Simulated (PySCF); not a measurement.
Radial density of Ru (ruthenium, neutral)

UHF, [Kr] 4d7 5s1, high-spin 5F determinant. All numbers are calculated (PySCF 2.14, the spin-free X2C one-electron Hamiltonian (Gaussian nucleus), in aug-cc-pwCVTZ-DK with one added diffuse shell each of s, p, d, f, g type (12s11p9d5f4g, 161 functions)).

```csv
r (bohr),4πr²ρ (e/bohr),4πr²(ρα − ρβ)
0.0281,54.59,-0.0009
0.0473,47.25,-0.0038
0.0796,63.19,0.0289
0.134,62.41,0.1952
0.225,45.59,0.4605
0.379,49.98,0.1610
0.637,15.11,0.3124
1.07,13.76,1.9666
1.80,4.846,1.5352
3.03,0.9671,0.5799
5.10,0.1433,0.1229
8.58,0.004840,0.0047
```

Densities and radii are taken from the X2C orbitals without a picture-change correction, which distorts them close to the nucleus.

Where is the radial spin density 4πr²(ρα − ρβ) most negative, and why is it negative at all?

Around r = 0.0473 bohr, down to -0.0038 e/bohr: exchange with the open shell polarises the paired shells in an unrestricted calculation.
